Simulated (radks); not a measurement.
The numbers below are computed, except where a source is named.
Species: Sb2+. Configuration: [Kr] 4d10 5s2 5p1.

Code: a radial shooting solver on a logarithmic mesh with Libxc functionals. Model: scalar-relativistic Kohn-Sham, XLYP, spin-unpolarised, spherical densities, point nucleus.

Energy parts (eV):
total: -176377.924
kinetic: 184486.303
electron-nucleus: -425651.909
Hartree: 69435.555
exchange-correlation: -4647.873

Orbitals (lengths in bohr, moments of r in powers of bohr; <r^-3> diverges for s and p1/2; r(90%) holds 90 % of the orbital's charge):
| orbital | occ. | eigenvalue (eV) | r(90%) | <r> | <r^4> | <r^-3> |
|---|---|---|---|---|---|---|
| 1s | 2 | -30331.84 | 0.0511 | 0.02842 | 3.123e-06 | - |
| 2s | 2 | -4631.241 | 0.189 | 0.1226 | 0.0005395 | - |
| 2p | 6 | -4159.777 | 0.174 | 0.1071 | 0.0003887 | 5039 |
| 3s | 2 | -922.5155 | 0.486 | 0.3306 | 0.02378 | - |
| 3p | 6 | -768.8675 | 0.494 | 0.3288 | 0.02510 | 943.0 |
| 3d | 10 | -534.3545 | 0.481 | 0.3054 | 0.02251 | 129.9 |
| 4s | 2 | -167.0490 | 1.14 | 0.7904 | 0.7409 | - |
| 4p | 6 | -119.9868 | 1.25 | 0.8518 | 1.058 | 175.2 |
| 4d | 10 | -51.6563 | 1.58 | 1.026 | 2.731 | 17.09 |
| 5s | 2 | -29.4122 | 3.03 | 2.090 | 36.33 | - |
| 5p | 1 | -20.0976 | 3.69 | 2.509 | 78.15 | 17.75 |

The highest occupied level is 5p at -20.098 eV. The density falls to 0.001 e/bohr^3 at r = 3.89 bohr. Summed over all electrons, <r^2> = 37.98 bohr^2, which gives a Langevin (diamagnetic) susceptibility term of -30.1 x 10^-6 cm^3/mol. For comparison, the ionisation energy in NIST's Atomic Spectra Database is 25.324 eV (measured). In exact Kohn-Sham theory the highest level is minus the ionisation energy, but local and semilocal functionals leave it too shallow, through self-interaction and a potential that decays too fast; potentials with the right tail come closer.

Beside tabulated values, note that spin-unpolarised runs miss the spin-polarisation part of the exchange energy of open shells.
